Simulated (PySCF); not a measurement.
# Computed records: BH4Si

All values are calculated (PySCF 2.14.0). Calculation on a computer-drawn molecule: vertical ionisation energy to the stated ion spin, frozen-core CCSD(T) at the basis limit and cheaper methods, single-reference cases, UHF for radicals, no spin-orbit; all values are single points at the evaluated structure, the first of each entry, which is the reference or a displaced copy of it and isn't optimised; the reference structure only sets the zero of the energies above reference; triples share is (T) over the correlation energy.

Common to all runs: charge 0; multiplicity 2; ion multiplicity 1; diffuse functions no; basis cc-pV(n+d)Z; reference is the Hartree-Fock double-zeta minimum; best is HF at quadruple zeta + MP2 correlation extrapolated from triple and quadruple zeta + CCSD(T) minus MP2 at triple zeta; basis step is the size of the change from the same recipe one zeta lower.

```json
{"entry": 1, "formula": "BH4Si", "evaluated_structure": {"atoms_angstrom": [["B", 0.4078, 1.6, -0.7215], ["Si", -0.4984, 1.4472, -2.4317], ["H", 1.1187, 2.4478, -0.624], ["H", 0.3973, 0.532, 0.123], ["H", -0.6074, 2.4466, -3.6111], ["H", -1.4468, 0.2926, -2.8055]]}, "reference_structure": {"atoms_angstrom": [["B", 0.4462, 1.5611, -0.7666], ["Si", -0.5326, 1.3831, -2.4426], ["H", 1.0906, 2.5478, -0.5507], ["H", 0.404, 0.6841, 0.0484], ["H", -0.5437, 2.405, -3.5076], ["H", -1.3536, 0.2101, -2.8014]]}, "given": {"drawn_bonds_atom": [1, 1, 1, 2, 2], "drawn_bonds_other_atom": [2, 3, 4, 5, 6], "drawn_bonds_order": [1, 1, 1, 1, 1]}, "results": {"ionisation_energy_best [eV]": 8.518, "ionisation_energy_basis_step [eV]": 0.02468, "energy_above_reference_best [kcal/mol]": 11.56, "energy_above_reference_basis_step [kcal/mol]": 0.05617, "triple_zeta_method": ["HF", "PBE", "r2SCAN", "B3LYP", "wB97X", "MP2", "CCSD", "CCSD(T)"], "triple_zeta_ionisation_energy [eV]": [7.778, 8.767, 8.857, 8.631, 8.455, 8.397, 8.4, 8.474], "triple_zeta_energy_above_reference [kcal/mol]": [12.9, 9.95, 11.03, 11.3, 11.62, 12.23, 11.69, 11.44], "total_energy_HF_triple_zeta [hartree]": -315.8785, "total_energy_CCSD(T)_triple_zeta [hartree]": -316.1418, "total_energy_best [hartree]": -316.1712, "T1_diagnostic_at_triple_zeta": 0.01739, "D1_diagnostic_at_triple_zeta": 0.05682, "spin_squared_at_triple_zeta": 0.7651, "ion_T1_diagnostic_at_triple_zeta": 0.009888, "ion_D1_diagnostic_at_triple_zeta": 0.01929, "triples_share_at_triple_zeta": 0.03338, "basis_functions_triple_zeta": 125, "dipole_magnitude_HF_at_triple_zeta [debye]": 0.6752, "dipole_magnitude_CCSD_unrelaxed_at_triple_zeta [debye]": 0.8719, "dipole_magnitude_PBE_at_triple_zeta [debye]": 0.9851, "dipole_magnitude_r2SCAN_at_triple_zeta [debye]": 0.9171, "dipole_magnitude_B3LYP_at_triple_zeta [debye]": 0.9386, "dipole_magnitude_wB97X_at_triple_zeta [debye]": 0.8859}}
{"entry": 2, "formula": "BH4Si", "evaluated_structure": {"atoms_angstrom": [["B", 0.4078, 1.6, -0.7215], ["Si", -0.5386, 1.4405, -2.5075], ["H", 1.1187, 2.4478, -0.624], ["H", 0.3973, 0.532, 0.123], ["H", -0.6476, 2.4399, -3.6869], ["H", -1.487, 0.2859, -2.8813]]}, "reference_structure": {"atoms_angstrom": [["B", 0.4462, 1.5611, -0.7666], ["Si", -0.5326, 1.3831, -2.4426], ["H", 1.0906, 2.5478, -0.5507], ["H", 0.404, 0.6841, 0.0484], ["H", -0.5437, 2.405, -3.5076], ["H", -1.3536, 0.2101, -2.8014]]}, "given": {"drawn_bonds_atom": [1, 1, 1, 2, 2], "drawn_bonds_other_atom": [2, 3, 4, 5, 6], "drawn_bonds_order": [1, 1, 1, 1, 1]}, "results": {"ionisation_energy_best [eV]": 8.345, "ionisation_energy_basis_step [eV]": 0.02482, "energy_above_reference_best [kcal/mol]": 13.24, "energy_above_reference_basis_step [kcal/mol]": 0.05324, "triple_zeta_method": ["HF", "PBE", "r2SCAN", "B3LYP", "wB97X", "MP2", "CCSD", "CCSD(T)"], "triple_zeta_ionisation_energy [eV]": [7.602, 8.594, 8.681, 8.455, 8.272, 8.212, 8.226, 8.301], "triple_zeta_energy_above_reference [kcal/mol]": [14.13, 11.42, 12.74, 12.97, 13.59, 14.07, 13.25, 12.95], "total_energy_HF_triple_zeta [hartree]": -315.8765, "total_energy_CCSD(T)_triple_zeta [hartree]": -316.1394, "total_energy_best [hartree]": -316.1685, "T1_diagnostic_at_triple_zeta": 0.01924, "D1_diagnostic_at_triple_zeta": 0.06749, "spin_squared_at_triple_zeta": 0.7667, "ion_T1_diagnostic_at_triple_zeta": 0.00988, "ion_D1_diagnostic_at_triple_zeta": 0.01923, "triples_share_at_triple_zeta": 0.0338, "basis_functions_triple_zeta": 125, "dipole_magnitude_HF_at_triple_zeta [debye]": 0.4934, "dipole_magnitude_CCSD_unrelaxed_at_triple_zeta [debye]": 0.7178, "dipole_magnitude_PBE_at_triple_zeta [debye]": 0.9009, "dipole_magnitude_r2SCAN_at_triple_zeta [debye]": 0.8048, "dipole_magnitude_B3LYP_at_triple_zeta [debye]": 0.8238, "dipole_magnitude_wB97X_at_triple_zeta [debye]": 0.717}}
{"entry": 3, "formula": "BH4Si", "evaluated_structure": {"atoms_angstrom": [["B", 0.4078, 1.6, -0.7215], ["Si", -0.6586, 1.4203, -2.7338], ["H", 1.1187, 2.4478, -0.624], ["H", 0.3973, 0.532, 0.123], ["H", -0.7676, 2.4197, -3.9132], ["H", -1.607, 0.2657, -3.1076]]}, "reference_structure": {"atoms_angstrom": [["B", 0.4462, 1.5611, -0.7666], ["Si", -0.5326, 1.3831, -2.4426], ["H", 1.0906, 2.5478, -0.5507], ["H", 0.404, 0.6841, 0.0484], ["H", -0.5437, 2.405, -3.5076], ["H", -1.3536, 0.2101, -2.8014]]}, "given": {"drawn_bonds_atom": [1, 1, 1, 2, 2], "drawn_bonds_other_atom": [2, 3, 4, 5, 6], "drawn_bonds_order": [1, 1, 1, 1, 1]}, "results": {"ionisation_energy_best [eV]": 7.925, "ionisation_energy_basis_step [eV]": 0.0251, "energy_above_reference_best [kcal/mol]": 27.24, "energy_above_reference_basis_step [kcal/mol]": 0.2653, "triple_zeta_method": ["HF", "PBE", "r2SCAN", "B3LYP", "wB97X", "MP2", "CCSD", "CCSD(T)"], "triple_zeta_ionisation_energy [eV]": [7.182, 8.165, 8.248, 8.02, 7.824, 7.758, 7.799, 7.879], "triple_zeta_energy_above_reference [kcal/mol]": [27.38, 24.44, 26.57, 26.56, 28.42, 28.85, 27.11, 26.58], "total_energy_HF_triple_zeta [hartree]": -315.8554, "total_energy_CCSD(T)_triple_zeta [hartree]": -316.1177, "total_energy_best [hartree]": -316.1462, "T1_diagnostic_at_triple_zeta": 0.02545, "D1_diagnostic_at_triple_zeta": 0.09723, "spin_squared_at_triple_zeta": 0.7752, "ion_T1_diagnostic_at_triple_zeta": 0.0101, "ion_D1_diagnostic_at_triple_zeta": 0.01938, "triples_share_at_triple_zeta": 0.03528, "basis_functions_triple_zeta": 125, "dipole_magnitude_HF_at_triple_zeta [debye]": 0.716, "dipole_magnitude_CCSD_unrelaxed_at_triple_zeta [debye]": 0.3108, "dipole_magnitude_PBE_at_triple_zeta [debye]": 0.5546, "dipole_magnitude_r2SCAN_at_triple_zeta [debye]": 0.3955, "dipole_magnitude_B3LYP_at_triple_zeta [debye]": 0.4082, "dipole_magnitude_wB97X_at_triple_zeta [debye]": 0.3362}}
{"entry": 4, "formula": "BH4Si", "evaluated_structure": {"atoms_angstrom": [["B", 0.4078, 1.6, -0.7215], ["Si", -0.7169, 1.4104, -2.8439], ["H", 1.1187, 2.4478, -0.624], ["H", 0.3973, 0.532, 0.123], ["H", -0.8259, 2.4098, -4.0233], ["H", -1.6653, 0.2558, -3.2177]]}, "reference_structure": {"atoms_angstrom": [["B", 0.4462, 1.5611, -0.7666], ["Si", -0.5326, 1.3831, -2.4426], ["H", 1.0906, 2.5478, -0.5507], ["H", 0.404, 0.6841, 0.0484], ["H", -0.5437, 2.405, -3.5076], ["H", -1.3536, 0.2101, -2.8014]]}, "given": {"drawn_bonds_atom": [1, 1, 1, 2, 2], "drawn_bonds_other_atom": [2, 3, 4, 5, 6], "drawn_bonds_order": [1, 1, 1, 1, 1]}, "results": {"ionisation_energy_best [eV]": 7.76, "ionisation_energy_basis_step [eV]": 0.02592, "energy_above_reference_best [kcal/mol]": 36.26, "energy_above_reference_basis_step [kcal/mol]": 0.315, "triple_zeta_method": ["HF", "PBE", "r2SCAN", "B3LYP", "wB97X", "MP2", "CCSD", "CCSD(T)"], "triple_zeta_ionisation_energy [eV]": [7.02, 7.995, 8.075, 7.846, 7.648, 7.574, 7.633, 7.714], "triple_zeta_energy_above_reference [kcal/mol]": [36.27, 32.89, 35.43, 35.27, 37.85, 38.47, 36.14, 35.47], "total_energy_HF_triple_zeta [hartree]": -315.8413, "total_energy_CCSD(T)_triple_zeta [hartree]": -316.1035, "total_energy_best [hartree]": -316.1318, "T1_diagnostic_at_triple_zeta": 0.02894, "D1_diagnostic_at_triple_zeta": 0.1082, "spin_squared_at_triple_zeta": 0.7852, "ion_T1_diagnostic_at_triple_zeta": 0.01048, "ion_D1_diagnostic_at_triple_zeta": 0.02023, "triples_share_at_triple_zeta": 0.03609, "basis_functions_triple_zeta": 125, "dipole_magnitude_HF_at_triple_zeta [debye]": 1.09, "dipole_magnitude_CCSD_unrelaxed_at_triple_zeta [debye]": 0.4321, "dipole_magnitude_PBE_at_triple_zeta [debye]": 0.377, "dipole_magnitude_r2SCAN_at_triple_zeta [debye]": 0.289, "dipole_magnitude_B3LYP_at_triple_zeta [debye]": 0.2929, "dipole_magnitude_wB97X_at_triple_zeta [debye]": 0.5853}}
{"entry": 5, "formula": "BH4Si", "evaluated_structure": {"atoms_angstrom": [["B", 0.4437, 1.5856, -0.7753], ["Si", -0.5139, 1.3545, -2.4465], ["H", 1.0354, 2.5521, -0.5592], ["H", 0.355, 0.6726, 0.0384], ["H", -0.5445, 2.3911, -3.4955], ["H", -1.3663, 0.2552, -2.8396]]}, "reference_structure": {"atoms_angstrom": [["B", 0.4462, 1.5611, -0.7666], ["Si", -0.5326, 1.3831, -2.4426], ["H", 1.0906, 2.5478, -0.5507], ["H", 0.404, 0.6841, 0.0484], ["H", -0.5437, 2.405, -3.5076], ["H", -1.3536, 0.2101, -2.8014]]}, "given": {"drawn_bonds_atom": [1, 1, 1, 2, 2], "drawn_bonds_other_atom": [2, 3, 4, 5, 6], "drawn_bonds_order": [1, 1, 1, 1, 1]}, "results": {"ionisation_energy_best [eV]": 8.444, "ionisation_energy_basis_step [eV]": 0.02679, "energy_above_reference_best [kcal/mol]": 1.131, "energy_above_reference_basis_step [kcal/mol]": 0.01873, "triple_zeta_method": ["HF", "PBE", "r2SCAN", "B3LYP", "wB97X", "MP2", "CCSD", "CCSD(T)"], "triple_zeta_ionisation_energy [eV]": [7.688, 8.705, 8.785, 8.562, 8.38, 8.32, 8.325, 8.398], "triple_zeta_energy_above_reference [kcal/mol]": [1.209, 1.345, 1.189, 1.077, 1.148, 1.06, 1.154, 1.172], "total_energy_HF_triple_zeta [hartree]": -315.8971, "total_energy_CCSD(T)_triple_zeta [hartree]": -316.1582, "total_energy_best [hartree]": -316.1878, "T1_diagnostic_at_triple_zeta": 0.01634, "D1_diagnostic_at_triple_zeta": 0.05295, "spin_squared_at_triple_zeta": 0.7644, "ion_T1_diagnostic_at_triple_zeta": 0.008991, "ion_D1_diagnostic_at_triple_zeta": 0.01659, "triples_share_at_triple_zeta": 0.03207, "basis_functions_triple_zeta": 125, "dipole_magnitude_HF_at_triple_zeta [debye]": 0.688, "dipole_magnitude_CCSD_unrelaxed_at_triple_zeta [debye]": 0.9376, "dipole_magnitude_PBE_at_triple_zeta [debye]": 1.077, "dipole_magnitude_r2SCAN_at_triple_zeta [debye]": 0.9829, "dipole_magnitude_B3LYP_at_triple_zeta [debye]": 1.021, "dipole_magnitude_wB97X_at_triple_zeta [debye]": 0.9488}}
```
